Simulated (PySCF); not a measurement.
HISe. Atoms are numbered in the order given.

```xyz
3

Se     0.0441     1.5300     0.0000
H     -1.4232     1.6643     0.0000
I     -0.0014    -1.0129     0.0000
```
Charge 0, spin multiplicity 1.

Coordinates come from a B3LYP-D3(BJ)/def2-TZVP optimisation. The def2 effective core potentials stand for the cores of I; spin–orbit coupling is left out.

Calculation: PBE/def2-TZVPD (PySCF).

Symmetry labels are those of the subgroup Cs that the program uses (full group Cs).

List the valence orbital energies around the gap with their symmetry. (Estimate from the structure and the level; the computed values follow.)


```tsv
orbital	symmetry	energy (eV)
HOMO−7	A'	-49.47
HOMO−6	A'	-18.87
HOMO−5	A'	-16.61
HOMO−4	A'	-10.31
HOMO−3	A'	-8.97
HOMO−2	A"	-7.49
HOMO−1	A'	-6.76
HOMO	A"	-5.70
LUMO	A'	-3.77
LUMO+1	A'	-1.23
LUMO+2	A'	0.20
LUMO+3	A'	0.47
```
